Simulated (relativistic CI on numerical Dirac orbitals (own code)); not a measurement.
# Ni³⁺ in a cubic cluster: 2p photoemission with charge transfer

Computed with a charge-transfer multiplet model of a cubic metal-ligand cluster with up to 2 ligand holes, Slater and spin-orbit integrals from Dirac-Coulomb-Breit ions, Slater integrals scaled by 0.7. The ground state mixes d7 with configurations of k ligand holes L, whose averages lie at kΔ + k(k − 1)U_dd/2; a core hole lowers each added d electron by U_cd. 300 K, Lorentzian 0.6 eV and Gaussian 0.8 eV FWHM.

Atomic integrals in eV (Slater integrals scaled, ζ unscaled), ground: F2dd 9.255, F4dd 5.778, zeta_d 0.089; with the core hole: F2dd 10.444, F4dd 6.555, zeta_d 0.124, zeta_core 11.400, F2cd 6.313, G1cd 4.879, G3cd 2.777.

Cluster parameters (eV): Δ = 3.7, U_cd = 9.2, 10Dq = 1.05, 10Dq(ligand) = 1.2, V(eg) = 2.85, V(t2g) = -1.25, final-state hopping factor = 1.

```
         Case   n_d    d7   d8L  d9L2     S
U_dd = 5.7 eV  7.49  0.55  0.41  0.04  0.57
U_dd = 6.4 eV  7.48  0.56  0.40  0.04  0.58
U_dd = 7.8 eV  7.47  0.57  0.40  0.03  0.59
U_dd = 9.2 eV  7.45  0.58  0.39  0.03  0.60
U_dd = 9.9 eV  7.45  0.58  0.39  0.03  0.61
```

Weights, n_d and S are thermal averages at 300 K. Binding energies count from the first peak over 30 % of the highest in each spectrum, which can be another peak from case to case. The parameters are a model scan and need not match a compound or its usual spin state. Peaks in eV (height, largest 100):
- U_dd = 5.7 eV: 0.0 (100), 5.1 (7), 9.3 (25), 11.8 (15), 17.7 (53), 28.0 (17)
- U_dd = 6.4 eV: 0.0 (100), 5.1 (7), 9.5 (26), 12.1 (15), 17.8 (53), 28.2 (16)
- U_dd = 7.8 eV: 0.0 (100), 9.8 (26), 12.6 (14), 17.8 (51), 28.5 (14)
- U_dd = 9.2 eV: 0.0 (100), 10.3 (25), 13.1 (13), 17.9 (51), 28.6 (13)
- U_dd = 9.9 eV: 0.0 (100), 10.4 (25), 13.4 (12), 17.8 (50), 28.7 (13)

For the case U_dd = 7.8 eV, Δ = 3.7 eV is smaller than U_dd = 7.8 eV, the charge-transfer side of the Zaanen-Sawatzky-Allen scheme. With the core hole the average of the configuration with one ligand hole lies at Δ − U_cd = -5.5 eV before mixing: the effective hopping of about 4.5 eV (from the holes of the mixed ground state) is comparable with this gap or larger, so the configurations mix strongly.

With at most 2 ligand holes the space is cut while the next configuration still counts, so covalency is underestimated, and a final configuration with one more ligand hole, which can lie low, is missing from the spectra.
